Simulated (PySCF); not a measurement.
C2H9AsGeO.
Bonds: C1–C2, C2–O3, O3–Ge4, Ge4–As5. Hydrogens: H6, H7, H8 on C1; H9, H10 on C2; H11, H12 on Ge4; H13, H14 on As5.

Computed by this run: PBE0-D3(BJ)/def2-SVP geometry optimisation, gas phase (PySCF); density fitting, grid level 1; the optimiser is geomeTRIC in internal coordinates, started from a GFN2-xTB structure.

Step 1: E = -121590.9699 eV
```
atom  x, y, z in Å  |  force x, y, z in eV/Å
C1     -2.6669    0.8117   -0.0973   -0.021   0.141   0.005
C2     -1.6307   -0.2865   -0.0422   -0.261  -0.124   0.040
O3     -0.4625    0.1687   -0.6696    0.410  -0.130   0.068
Ge4     1.1124   -0.6018   -0.2857    0.042  -0.062   0.003
As5     2.7304    0.6634   -1.5651    0.112   0.005   0.173
H6     -3.6311    0.4919    0.3284    0.048  -0.040   0.000
H7     -2.3111    1.6914    0.4627   -0.038  -0.019  -0.029
H8     -2.8299    1.1222   -1.1415   -0.006  -0.026   0.037
H9     -2.0181   -1.1951   -0.5503    0.052   0.034   0.022
H10    -1.4517   -0.5762    1.0161    0.041   0.034  -0.049
H11     1.3317   -0.5414    1.2525   -0.094   0.002  -0.128
H12     1.1259   -2.0907   -0.7449   -0.087   0.178   0.028
H13     3.0803    1.5495   -0.3614   -0.052  -0.088  -0.143
H14     3.8389   -0.3390   -1.2038   -0.144   0.097  -0.025
```

Step 2: E = -121590.9809 eV
```
atom  x, y, z in Å  |  force x, y, z in eV/Å
C1     -2.6632    0.8127   -0.1034    0.034   0.016  -0.019
C2     -1.6178   -0.2785   -0.0333   -0.065  -0.008   0.015
O3     -0.4428    0.1688   -0.6620    0.023   0.011   0.022
Ge4     1.1193   -0.6105   -0.2889    0.034   0.021  -0.032
As5     2.7266    0.6725   -1.5552   -0.037  -0.026  -0.003
H6     -3.6183    0.4807    0.3309    0.005  -0.018   0.007
H7     -2.3218    1.7068    0.4402   -0.002  -0.009  -0.002
H8     -2.8351    1.1014   -1.1512   -0.013  -0.011   0.001
H9     -1.9952   -1.1970   -0.5272    0.009   0.009  -0.003
H10    -1.4324   -0.5501    1.0271    0.004   0.017   0.003
H11     1.3102   -0.5695    1.2443   -0.003  -0.006   0.021
H12     1.0959   -2.0796   -0.7700   -0.010  -0.013  -0.018
H13     3.0713    1.5426   -0.3521   -0.004   0.019   0.008
H14     3.8210   -0.3318   -1.2011    0.025  -0.002   0.000
```

Step 3: E = -121590.9823 eV
```
atom  x, y, z in Å  |  force x, y, z in eV/Å
C1     -2.6636    0.8136   -0.1106    0.011  -0.002  -0.015
C2     -1.6145   -0.2712   -0.0208    0.006   0.002  -0.004
O3     -0.4381    0.1703   -0.6532   -0.021   0.029   0.020
Ge4     1.1215   -0.6189   -0.2940    0.005  -0.003  -0.009
As5     2.7232    0.6792   -1.5477   -0.016  -0.018  -0.016
H6     -3.6151    0.4796    0.3303   -0.004   0.000   0.007
H7     -2.3286    1.7185    0.4180    0.002   0.000   0.001
H8     -2.8394    1.0820   -1.1630   -0.009  -0.006  -0.001
H9     -1.9870   -1.1977   -0.5024    0.003  -0.008   0.000
H10    -1.4289   -0.5248    1.0438   -0.002   0.009   0.006
H11     1.3109   -0.6002    1.2405    0.008  -0.010   0.011
H12     1.0868   -2.0802   -0.7983    0.004  -0.011  -0.010
H13     3.0657    1.5403   -0.3372   -0.003   0.015   0.006
H14     3.8248   -0.3225   -1.2073    0.016   0.003   0.002
```

Step 4: E = -121590.9842 eV
```
atom  x, y, z in Å  |  force x, y, z in eV/Å
C1     -2.6663    0.8151   -0.1314   -0.031  -0.039   0.003
C2     -1.6048   -0.2498    0.0162    0.094   0.013  -0.033
O3     -0.4280    0.1762   -0.6276   -0.053   0.046   0.020
Ge4     1.1246   -0.6448   -0.3114   -0.044  -0.034   0.019
As5     2.7139    0.6984   -1.5260    0.024   0.004  -0.032
H6     -3.6102    0.4862    0.3297   -0.009   0.024   0.004
H7     -2.3460    1.7509    0.3493    0.010   0.011   0.001
H8     -2.8510    1.0227   -1.1957    0.003   0.004  -0.003
H9     -1.9627   -1.2015   -0.4250   -0.007  -0.023   0.012
H10    -1.4203   -0.4487    1.0923   -0.014  -0.006   0.009
H11     1.3189   -0.6962    1.2229    0.019  -0.009  -0.009
H12     1.0675   -2.0815   -0.8828    0.016   0.000   0.005
H13     3.0464    1.5338   -0.2940   -0.005   0.004  -0.004
H14     3.8356   -0.2926   -1.2186   -0.003   0.005   0.008
```

Question: Estimate the geometry and energy of step 5. (The exact step hangs on the optimiser's Hessian estimate; all steps are aligned on step 4, rigid shifts and turns removed.)

Answer: E = -121590.9851 eV, largest force 0.093 eV/Å
```
atom  x, y, z in Å  |  force x, y, z in eV/Å
C1     -2.6688    0.8137   -0.1452   -0.041  -0.037   0.011
C2     -1.5969   -0.2343    0.0425    0.085   0.008  -0.035
O3     -0.4218    0.1847   -0.6083   -0.043   0.039   0.021
Ge4     1.1241   -0.6616   -0.3257   -0.042  -0.030   0.018
As5     2.7101    0.7099   -1.5126    0.032   0.006  -0.029
H6     -3.6093    0.4936    0.3292   -0.005   0.023   0.002
H7     -2.3570    1.7696    0.3003    0.009   0.012  -0.002
H8     -2.8570    0.9792   -1.2162    0.008   0.007  -0.003
H9     -1.9434   -1.2036   -0.3690   -0.005  -0.021   0.014
H10    -1.4155   -0.3955    1.1253   -0.010  -0.010   0.007
H11     1.3275   -0.7652    1.2051    0.019  -0.003  -0.013
H12     1.0530   -2.0788   -0.9428    0.009   0.003   0.009
H13     3.0309    1.5300   -0.2668   -0.006   0.000  -0.009
H14     3.8420   -0.2737   -1.2178   -0.010   0.003   0.009
```

The energy changes by -0.0009 eV. The first-order estimate −F·Δx gives -0.0015 eV and the mean of the old and new forces, exact on a quadratic surface, -0.0010 eV. The step makes an angle of 87° with the force vector and moves no atom by more than 0.072 Å.

What follows is the cost of the whole optimisation. The run took 2.0 min of wall time on Arm Neoverse V1, one thread, shared host with 32 logical CPUs at a one-minute load of 26, and the process peaked at 0.71 GiB of memory.
